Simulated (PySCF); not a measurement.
## `FC(F)(F)c1ccc(Cl)cc1`, C7H4ClF3

Geometry (Å), atoms numbered from 1 in this order:
```xyz
15

F     2.689    0.340    1.239
C     2.218    0.236   -0.010
F     2.588    1.346   -0.657
F     2.841   -0.795   -0.584
C     0.725    0.069   -0.022
C     0.151   -1.180   -0.255
C    -1.232   -1.329   -0.236
C    -2.035   -0.218    0.018
Cl   -3.754   -0.395    0.038
C    -1.470    1.037    0.251
C    -0.088    1.176    0.229
H     0.789   -2.042   -0.458
H    -1.694   -2.300   -0.420
H    -2.117    1.895    0.444
H     0.362    2.156    0.402
```

Method used: quadratic response CAM-B3LYP/aug-cc-pVDZ first hyperpolarisability, Taylor convention, gas phase in PySCF. Geometry: PBE0-D3(BJ)/def2-SVP.

Q: Give the tensor of the second harmonic β(−2ω;ω,ω) at 1064 nm in the axes of these coordinates.

A: In au, Taylor convention; rows are the first index (the induced dipole):
```
       xx     yy     zz     xy     xz    yz
x  -140.6  +35.9  +26.9  -21.7   +2.1  +3.4
y   -21.1  +14.1   +3.8  +32.8   +2.9  -4.3
z    +2.1   -4.3   +5.3   +2.9  +25.9  +3.7
```
Norm of βᵢ = ⅓ Σⱼ (βᵢⱼⱼ + βⱼᵢⱼ + βⱼⱼᵢ): 80.6 au, hyper-Rayleigh value 55.3 au.
